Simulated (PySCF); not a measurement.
**Strontium: a sound run and one with changed settings**

Sound run: Sr [Kr] 5s2, Sr⁺ [Kr] 5s1. Computed with PySCF 2.14 in x2c-TZVPall (8s6p6d1f, 63 functions), with scalar relativity by spin-free X2C-1e. The sound run starts from symmetry-adapted Hartree-Fock orbitals and uses a fine grid where one is needed.

Changed run: initial guess 1e, at most 50 SCF cycles, level shift 0.5 hartree.

| species | method | sound run (hartree) | changed run (hartree) | converged |
| --- | --- | --- | --- | --- |
| Sr | UHF | -3177.31954 | -3177.12446 | no |
| Sr | M06-L | -3179.11482 | -3179.11476 | no |
| Sr | r2SCAN | -3179.21795 | -3179.21795 | no |
| Sr⁺ | UHF | -3177.14513 | -3177.07303 | no |
| Sr⁺ | M06-L | -3178.90317 | -3178.88604 | no |
| Sr⁺ | r2SCAN | -3179.01847 | -3179.01342 | no |

A level shift slows the SCF but leaves a converged energy unchanged.
